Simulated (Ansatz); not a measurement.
Ansatz (a quantum-chemistry and plane-wave program) input:

Ansatz 0.2 input:
```yaml
crystal:
  periodic: [false, false, false]
  atoms:
    - {symbol: C, position_ang: [-2.15051529, -0.70918121, 0.29098480]}
    - {symbol: C, position_ang: [-1.87170548, 0.75913227, -0.03077603]}
    - {symbol: C, position_ang: [-0.43558243, 1.15140417, 0.32917867]}
    - {symbol: C, position_ang: [0.57871723, 0.23178405, -0.35043661]}
    - {symbol: C, position_ang: [0.30350860, -1.23725288, -0.03016704]}
    - {symbol: C, position_ang: [-1.13375546, -1.62583717, -0.38956698]}
    - {symbol: S, position_ang: [2.31147556, 0.71460805, 0.00399976]}
    - {symbol: H, position_ang: [-2.09819836, -0.85616435, 1.37562076]}
    - {symbol: H, position_ang: [-3.16526300, -0.97752610, -0.01236378]}
    - {symbol: H, position_ang: [-2.03365905, 0.93121711, -1.10070858]}
    - {symbol: H, position_ang: [-2.57492357, 1.40679805, 0.49822063]}
    - {symbol: H, position_ang: [-0.23616733, 2.18824736, 0.05498872]}
    - {symbol: H, position_ang: [-0.29994487, 1.08030437, 1.41403277]}
    - {symbol: H, position_ang: [0.50991705, 0.37350519, -1.43399708]}
    - {symbol: H, position_ang: [1.01967918, -1.87050386, -0.55560326]}
    - {symbol: H, position_ang: [0.46688781, -1.39801051, 1.04119909]}
    - {symbol: H, position_ang: [-1.26182439, -1.56326361, -1.47597424]}
    - {symbol: H, position_ang: [-1.31416309, -2.66783458, -0.11476052]}
    - {symbol: H, position_ang: [2.26004756, 0.49920674, 1.33004835]}
basis:
  gaussian:
    orbitals: def2-TZVPD
hamiltonian:
  xc: {name: HSE06}
output: {forces: true}
```

Task: What final total energy does it print?

Result: -633.71452 Eh (HSE06/def2-TZVPD). The basis has 376 functions.
